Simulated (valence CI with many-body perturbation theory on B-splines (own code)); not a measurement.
**Energy levels of Rb16+**

Calculated by relativistic CI+MBPT: three valence electrons over a frozen Dirac-Fock core [Ar], a basis of 7 s, 7 p, 8 d, 6 f, 4 g, 1 h functions for each j, with the one-electron correlation potential Σ1 (screened to all orders), the two-electron term Σ2, the three-electron term Σ3, Breit, model QED; selected single and double excitations, second order for the rest, scaled by the run's own slope (own B-spline code, finite nucleus).

No measured spectrum was set against this ion. As an estimate, terms of the open shell hold to 2 to 4 % of their energy, and close levels can change places. Only levels of the ground parity were solved; by the run's estimate the other parity begins above the list, which can be wrong where configurations are misplaced.

Levels 1 to 19 of 19, with energies above the lowest level, 3d3 4F_3/2. "Leading %" is the weight of the configuration and term that name the level; weights of strongly mixed levels are sums over their largest components and can fall short. Lifetimes count E1, E2, E3, M1 and M2 decay at the calculated energies, and are blank where another channel may lead or the interval is too uncertain; long ones can be off by a factor of two.

```tsv
No.	Configuration	Term	J	E (cm⁻¹)	Leading %	Second component	g	Lifetime
1	3d3	4F	3/2	0.0	96	4 % 3d3 2D	0.416	
2	3d3	4F	5/2	7141	98		1.029	65.7 ms
3	3d3	4F	7/2	14954	98		1.229	50.1 ms
4	3d3	4F	9/2	22620	92	7 % 3d3 2G	1.315	86.1 ms
5	3d3	4P	3/2	45415	67	24 % 3d3 2P	1.549	17.5 ms
6	3d3	4P	1/2	47372	87	13 % 3d3 2P	2.402	236 ms
7	3d3	2G	7/2	54815	97		0.897	6.06 ms
8	3d3	2G	9/2	58079	57	37 % 3d3 2H	1.048	5.77 ms
9	3d3	4P	5/2	58235	96		1.583	28.4 ms
10	3d3	2D	3/2	67564	54	27 % 3d3 4P	1.130	2.27 ms
11	3d3	2P	1/2	71936	87	13 % 3d3 4P	0.931	6.93 ms
12	3d3	2H	11/2	78627	100		1.089	21.1 ms
13	3d3	2H	9/2	79994	62	36 % 3d3 2G	0.986	4.86 ms
14	3d3	2D	5/2	82133	95		1.207	3.06 ms
15	3d3	2P	3/2	90022	59	34 % 3d3 2D	1.164	2.54 ms
16	3d3	2F	7/2	114100	99		1.139	5.44 ms
17	3d3	2F	5/2	116230	96		0.868	7.45 ms
18	3d3	2D	5/2	174300	96		1.190	974 μs
19	3d3	2D	3/2	176290	100		0.798
```

Names give the largest LS component (configuration and term), which can be under half, so a name can repeat, a term be missing and a line seem to break the LS rules; names also repeat where a configuration has a term twice.

The ionisation energy to 3d2 3F_2 of the next ion comes out as 601.58 eV (NIST: 601 ± 3 eV (theoretical)). All 19 levels together are meant to be complete up to 183340 cm⁻¹.
